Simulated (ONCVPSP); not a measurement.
# Before and after: ONCV potential for Ge (Z = 32)

* Element: Ge (Z = 32)
* Generator: ONCVPSP 4.0.1
* Type: optimised norm-conserving Vanderbilt (ONCV)
* Functional: PBEsol
* Relativity: scalar-relativistic
* Frozen core: [Ne]
* Valence charge: 22
* Reference configuration: 3s2 3p6 3d10 4s2 4p2
* Partial waves: 3s+4s: rc 0.85 bohr, ncon 3, nbas 6, qcut 18.6 1/bohr, 2 projectors; 3p+4p: rc 1.15 bohr, ncon 4, nbas 7, qcut 13 1/bohr, 2 projectors; 3d: rc 0.85 bohr, ncon 4, nbas 8, qcut 16.5 1/bohr, local
* Local potential: the d channel
* Core correction: Teter function, fcfact 3, rcfact 1.45

All-electron outer shells of the reference configuration (PBEsol, scalar-relativistic, ld1.x):

| shell | level (eV) | outermost node (bohr) | outermost maximum (bohr) |
| --- | --- | --- | --- |
| 2s | -1370.64 | 0.06 | 0.18 |
| 2p | -1198.08 | – | 0.14 |
| 3s | -168.12 | 0.26 | 0.54 |
| 3p | -115.43 | 0.23 | 0.54 |
| 3d | -29.31 | – | 0.50 |
| 4s | -11.74 | 0.77 | 1.75 |
| 4p | -3.90 | 0.82 | 2.22 |

Change: s: qcut 11.5; p: qcut 8.1; d: qcut 10.2.

Cutoffs: the cutoffs (Ha) at which the residual kinetic energy of the hardest occupied pseudo-wave falls to 1 and 0.1 mHa per electron; they do not see the model core or the augmentation charge, which bear on the density cutoff. Errors are all-electron minus pseudo energies relative to the spin-unpolarised reference configuration.

How do hardness, ghosts and transferability respond?

The potential gets harder (121 Ha and 139 Ha → 348 Ha and 517 Ha); the bound ghost in s disappears; of the 4 tests that both files solve, the error grows in 1 and shrinks in 2 by more than 15 % and 0.3 meV (median size 2.8 → 1.7 meV); the range in which the d phases agree narrows (upper end 3.8 → 2.0).

```csv
quantity,base,changed
"cutoff, loose",121 Ha,348 Ha
"cutoff, tight",139 Ha,517 Ha
loose cutoff by channel,"s 96 Ha, p 57 Ha, d 121 Ha","s 58 Ha, p 101 Ha, d 348 Ha"
bound ghosts,s,none
GHOST(+) flags under 300 eV,none,s at 194.3 eV
"error for 3s2 3p6 3d10 4s2 4p1, meV [ΔE 7.45 eV]",-0.6,-0.6
"error for 3s2 3p6 3d10 4s2 4p0, meV [ΔE 22.90 eV]",-1.7,0.0
"error for 3s2 3p6 3d10 4s1 4p0, meV [ΔE 57.69 eV]",-3.8,-2.8
"error for 3s2 3p6 3d9 4s2 4p3, meV [ΔE 29.62 eV]",-11,-14
s: phases at 0.86 bohr within 0.05 rad from the reference energy up to (Ha; the scan ends near 5),to the end of the scan,4.2
p: phases at 1.17 bohr within 0.05 rad from the reference energy up to (Ha; the scan ends near 5),to the end of the scan,to the end of the scan
d: phases at 0.86 bohr within 0.05 rad from the reference energy up to (Ha; the scan ends near 5),3.8,2.0
"rms error of d²Exc/dni dnj with the model core, mHa",1.14,1.24
```

 A true bound ghost makes a file unfit for plane-wave use even where its test errors are small: the radial tests pick states by their node count and pass the ghost by.
